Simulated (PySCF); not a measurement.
Species: C7H5FO.
Geometry (GFN2-xTB, Å), atoms numbered from 1 in this order:
```
atom  x, y, z in Å
C1     2.7375   -0.5854    0.5064
C2     1.6906   -0.4664   -0.0596
C3     0.3917   -0.3155   -0.7098
C4    -0.0335    1.1351   -0.6941
C5    -1.0395    1.5744    0.0475
O6    -1.8528    0.7999    0.8183
C7    -1.6464   -0.5431    0.7327
C8    -0.6615   -1.0923    0.0347
F9    -0.5624   -2.4390   -0.0323
H10    3.6636   -0.6953    0.9866
H11    0.4817   -0.6920   -1.7398
H12    0.5478    1.8238   -1.2836
H13   -1.3347    2.6116    0.0973
H14   -2.3827   -1.1162    1.2735
```

The closed-shell SCF was solved with PySCF and density fitting under several settings on one GFN2-xTB geometry (grid level 2 and gas phase unless stated).

```csv
settings,basis functions,SCF cycles,E (Eh),HOMO (eV),LUMO (eV),dipole (D)
"HF/6-31++G**, fitting basis def2-qzvpp-jkfit",192,12,-442.1805,-9.36,1.07,1.75
"mPW1PW91/IGLO-II, IEF-PCM dichloromethane",228,14,-444.7002,-6.62,-0.25,1.85
```

**Question.** Estimate the rows for these settings: (1) BHandHLYP/3-21G, damping 0.1 at the start, DIIS from the seventh cycle, energy threshold 1e-06 Eh; (2) KT2/def2-SVPD, energy threshold 1e-06 Eh, damping 0.3 at the start, DIIS from the seventh cycle; (3) PBE/pcSseg-0, fitting basis def2-universal-jkfit.

**Answer.** 
```tsv
settings	basis functions	SCF cycles	E (Eh)	HOMO (eV)	LUMO (eV)	dipole (D)
BHandHLYP/3-21G, damping 0.1 at the start, DIIS from the seventh cycle, energy threshold 1e-06 Eh	91	13	-442.0088	-7.39	1.28	1.56
KT2/def2-SVPD, energy threshold 1e-06 Eh, damping 0.3 at the start, DIIS from the seventh cycle	226	21	-451.5888	-5.56	-1.36	1.41
PBE/pcSseg-0, fitting basis def2-universal-jkfit	91	12	-443.1997	-5.42	-1.22	1.39
```

**Question.** Over all rows, what range does the HOMO–LUMO gap span?

**Answer.** From 4.20 eV to 10.43 eV.

**Question.** And the dipole moment?

**Answer.** From 1.39 D (PBE/pcSseg-0, fitting basis def2-universal-jkfit) to 1.85 D (mPW1PW91/IGLO-II, IEF-PCM dichloromethane); the largest is 1.33 times the smallest, and the median is 1.56 D.

Whole jobs, the steps after the SCF included, on one thread of an Arm Neoverse V2 (shared host):

```tsv
settings	work after the SCF	wall time	peak memory
HF/6-31++G**, fitting basis def2-qzvpp-jkfit	shieldings, ring-centre shieldings, charges and field gradients	10 s	0.78 GiB
mPW1PW91/IGLO-II, IEF-PCM dichloromethane	spin–spin couplings from 6 perturbed nuclei, spin–dipole term for 1 of them	32 s	0.98 GiB
BHandHLYP/3-21G, damping 0.1 at the start, DIIS from the seventh cycle, energy threshold 1e-06 Eh	spin–spin couplings from 6 perturbed nuclei, spin–dipole term for 1 of them	10 s	0.58 GiB
KT2/def2-SVPD, energy threshold 1e-06 Eh, damping 0.3 at the start, DIIS from the seventh cycle	25 singlets by TDA, 2 Tamm–Dancoff triplets, polarisability	58 s	0.74 GiB
PBE/pcSseg-0, fitting basis def2-universal-jkfit	1 singlet by full TDDFT, 2 Tamm–Dancoff triplets, polarisability	10 s	0.48 GiB
```

Cycle counts include a coarse-grid stage where the run had one. All basis functions are spherical, in the Pople sets too. KT2 was designed for NMR shieldings or shifts; total energies of different functionals aren't comparable. The species at its GFN2-xTB geometry.
